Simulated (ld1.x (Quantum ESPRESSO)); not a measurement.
**Ca (Z = 20): excitation energies, all-electron against RRKJ**

ld1.x (Quantum ESPRESSO) 7.5 input, shortened:

```
&input
   title='Ca', zed=20., rel=0, dft='PZ', iswitch=3,
   config='[Ar] 3d0 4s0 4p0'
 /
 &inputp
   pseudotype=2, tm=.false., rho0=0.01, lloc=0,
   nlcc=.true.
 /
3
3P  2  1   6.00   0.00  1.30  1.30  0.0
3D  3  2   0.00   0.00  3.20  3.20  0.0
3S  1  0   2.00   0.00  1.85  1.85  0.0
 &test
   configts(1)='3s2 3p6 3d0 4s0 4p0'
 /
```

Energies are relative to the spin-unpolarised reference configuration 3s2 3p6 3d0 4s0 4p0; without spin polarisation the order of configurations can differ from experiment. Spin-polarised rows fill each open shell by Hund’s rule, majority spin first. The frozen-core shift is the all-electron ΔE with the core orbitals held at their reference shape minus the fully relaxed ΔE.

| valence configuration | charge | ΔE all-electron (eV) | error AE − PS (meV) | frozen-core shift (meV) |
| --- | --- | --- | --- | --- |
| 3s2 3p6 3d0 4s2 4p0 | 0 | -18.338 | +769 | 0.0 |
| 3s2 3p6 3d0 4s1.5 4p0 | +0.5 | -15.781 | +693 | +0.1 |
| 3s2 3p5 3d0 4s2 4p0 | +1 | 16.370 | +1850 | +3.1 |
| 3s2 3p6 3d1 4s0 4p0 | +1 | -10.691 | +276 | +0.5 |
| 3s2 3p6 3d0 4s0 4p1 | +1 | -8.826 | +116 | +0.1 |
| 3s2 3p6 3d0 4s1 4p0 (spin-polarised) | +1 | -12.108 | +553 | 0.0 |
| 3s2 3p6 3d0 4s1.5 4p0 (spin-polarised) | +0.5 | -15.819 | +693 | +0.1 |

(1) What are ΔE and the potential's error for 3s2 3p6 3d0.5 4s1.5 4p0?

(2) What are ΔE and the potential's error for 3s2 3p6 3d0 4s1 4p0?

## Answers

(1) ΔE = -17.374 eV all-electron; the error (AE − PS) is +582 meV.

(2) ΔE = -11.900 eV all-electron; the error (AE − PS) is +557 meV.
